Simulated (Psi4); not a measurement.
Dimer: SiH4 (SMILES [SiH4]) (first 5 atoms) with ClH3Si (SMILES [SiH3]Cl); geometry from B3LYP-D3(BJ)/def2-TZVP, rigid monomers moved along the line of their centres of mass till Si1···Cl7 is 6.60 Å.
(charge 0, multiplicity 1):
```xyz
10

Si     0.0487     0.0057     0.0238
H      0.5397    -1.3882     0.0579
H      0.0694     0.5038    -1.3713
H      0.9263     0.8633     0.8521
H     -1.3332     0.0692     0.5463
Si     0.1593     0.9833     6.9792
Cl     0.0462    -1.0344     6.5376
H     -0.8375     1.6970     6.1593
H      1.5221     1.4537     6.6677
H     -0.1324     1.1545     8.4159
```

These are SAPT0/jun-cc-pV(D+d)Z in Psi4 1.11 values and carry that method's errors.

Problem. Give the four SAPT terms and the total, and say what mostly holds the pair together.

Solution. electrostatics -0.02, exchange 0.00, induction 0.00, dispersion -0.05, total -0.07 kcal/mol; the largest attraction is dispersion.
